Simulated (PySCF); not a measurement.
# Cr²⁺: ionisation energy

Cr²⁺ [Ar] 3d4 (5D) → Cr³⁺ [Ar] 3d3 (4F), as a difference of total energies. Calculation: PySCF 2.14, in aug-cc-pVQZ-DK (9s8p6d4f3g2h, 140 functions); scalar relativity by spin-free X2C-1e. Correlated levels: valence: [Ar] frozen. The calculations carry no spin-orbit coupling.

| method | ionisation energy (eV) |
| --- | --- |
| UHF | 29.672 |
| LDA | 31.947 |
| PBE | 31.505 |
| PBE0 | 31.300 |
| r2SCAN | 31.049 |
| PW91 | 31.582 |
| BLYP | 31.287 |
| MP2 (valence) | 30.368 |

**Question.** Estimate what BP86 gives.

**Answer.** 31.487 eV, closest to PBE among the rows shown.

**Question.** Estimate what SCS-MP2 (valence) gives.

**Answer.** 29.904 eV, closest to UHF among the rows shown.

A first-order spin-orbit estimate (lowest level to lowest level, LS coupling) adds -0.027 eV.

For comparison: 30.959 ± 0.025 eV (measured; NIST Atomic Spectra Database, ionization energies).
